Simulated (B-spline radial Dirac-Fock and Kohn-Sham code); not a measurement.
**What relativity does to the binding energies of Mg⁸⁺**

System: the Mg⁸⁺ ion, configuration [He] 2s2.

Both columns are ΔSCF binding energies of the configuration average from a radial finite-basis atomic code: non-relativistic Hartree-Fock with a point nucleus, and Dirac-Fock with a finite nucleus and the Coulomb interaction alone, averaged over the two j levels with weights 2j+1.

```tsv
shell	Hartree-Fock (eV)	Dirac-Fock (eV)	shift (eV)	shift (%)
1s	1641.4	1644.2	+2.86	+0.17
2s	323.3	324.0	+0.68	+0.21
```

Relativity binds 1s, 2s more strongly, among those listed most of all 2s in relative terms.

Values without a named source are computed, but for edge energies of neutral atoms, which are taken from tables.
